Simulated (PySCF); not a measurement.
Stepwise substitution at one centre (Al Br-NH2). Gas-phase values, no solvent. Strings in code marks are SMILES.

The T1 excitation (TDA) from two functionals at the same geometries (B3LYP-D3(BJ)/def2-TZVP), both in PySCF: PBE-D3(BJ)/def2-TZVP and B3LYP-D3(BJ)/def2-TZVP. B3LYP has the VWN-RPA correlation part, as in Gaussian. Excitations are Tamm–Dancoff values on a coarser integration grid. The basis has no diffuse functions, so Rydberg states are missing or too high.

| species | PBE-D3(BJ)/def2-TZVP (eV) |
|---|---|
| 0 of 3 Br replaced by NH2 (`[Br][Al]([Br])[Br]`) | 4.80 |
| 1 of 3 Br replaced by NH2 (`[Br][Al]([NH2])[Br]`) | 4.69 |
| 2 of 3 Br replaced by NH2 (`[NH2][Al]([NH2])[Br]`) | 4.66 |
| 3 of 3 Br replaced by NH2 (`[NH2][Al]([NH2])[NH2]`) | 4.62 |

Task: What does B3LYP-D3(BJ)/def2-TZVP give for each?

Result: 
- 0 of 3 Br replaced by NH2 (`[Br][Al]([Br])[Br]`): 5.22
- 1 of 3 Br replaced by NH2 (`[Br][Al]([NH2])[Br]`): 5.18
- 2 of 3 Br replaced by NH2 (`[NH2][Al]([NH2])[Br]`): 5.11
- 3 of 3 Br replaced by NH2 (`[NH2][Al]([NH2])[NH2]`): 5.07
Over these rows, drawn at random from the members with no instability flagged (it was tested for open shells, ions and some series alone), PBE minus B3LYP-D3(BJ): mean -0.45 eV, from -0.49 eV to -0.42 eV.
